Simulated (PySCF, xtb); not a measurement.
Ta(O)(OH)3 (H3O4Ta), SMILES [OH][Ta]([OH])(=[O])[OH], multiplicity 1. One conformer was computed; it need not be the lowest.

Harmonic wavenumbers (cm⁻¹) from GFN2-xTB (xtb 6.7.1) at its own minimum, in rising order: 115, 115, 160, 160, 161, 331, 342, 342, 363, 396, 396, 503, 531, 531, 771, 3629, 3629, 3634.

### Question
What does B3LYP-D3(BJ)/def2-SVP in PySCF 2.14.0 give at its own minimum? (The exact figures need the calculation; the answer reports its results.)

### Answer
181, 181, 188, 210, 210, 326, 337, 337, 480, 481, 482, 716, 716, 716, 987, 3897, 3897, 3903. Paired by order, the mean absolute difference is 120 cm⁻¹ and the zero-point energies are 23.0 and 26.1 kcal/mol.
